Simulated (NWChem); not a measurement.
**Atomisation of H$_{2}$Be**

SMILES: [BeH2]
```xyz
3

Be     0.0000     0.0000     0.0000
H      0.0000     0.0000     1.3390
H      0.0000     0.0000    -1.3390
```
Charge 0, spin multiplicity 1.

The numbers come from NWChem runs, not from measurements. All single points use one geometry, from PBE0/def2-SVP, a minimum by its harmonic frequencies.

Basis set: def2-TZVP. The atomisation energy is electronic alone: no zero-point, thermal, spin-orbit or counterpoise terms. No value is extrapolated to the basis-set limit. Free atoms are single determinants with multiplicities Be 1, H 2. Correlated methods freeze the same cores in atoms and molecule, 1 orbitals in all.

The correlated methods keep 1 core orbital frozen. The structure started from a generated list of species. No SCF solution was tested for a lower state.

### Question
For the atomisation energy, HF gives 123.8 kcal/mol and PBE0 gives 146.7 kcal/mol. What do PBE, MP2, LDA (SVWN5) give?

### Answer
PBE: 146.1 kcal/mol; MP2: 139.5 kcal/mol; LDA (SVWN5): 158.5 kcal/mol.
